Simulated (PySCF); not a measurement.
CH₄BrGaO, singlet, at a GFN2-xTB geometry (such geometries of metal compounds can be far from the true shape), atoms displaced at random by about 0.03 Å a coordinate.

PySCF was given this input:
```python
from pyscf import gto, scf

mol = gto.M(
    atom='''
Ga    0.57500587    0.53042199   -0.00840653
Br   -1.09338605   -1.06692632    0.10234915
C     0.48168238    2.16746714   -1.15512476
H     1.27426588    2.11004097   -1.96182967
H     0.74492363    3.06918497   -0.51024982
H    -0.48090200    2.32196034   -1.64872307
O     1.92967303    0.24156929    1.01223214
H     2.25713342   -0.38622468    1.54345353
''',
    basis='sto-3g',
    verbose=4,
)

mf = scf.RHF(mol)
mf.kernel()
g = mf.nuc_grad_method()
grad = g.kernel()
```

### Question
Give the HOMO-LUMO gap at the level HF/STO-3G, gradient run with PySCF.

### Answer
13.09 eV

### Question
Predict the Mulliken (on the basis functions themselves) charges in atom order from HF/STO-3G, gradient.

### Answer
Ga1 0.67, Br2 -0.25, C3 -0.30, H4 0.05, H5 0.05, H6 0.06, O7 -0.51, H8 0.23

### Question
What is the computed dipole moment (HF/STO-3G, gradient)?

### Answer
1.71 D
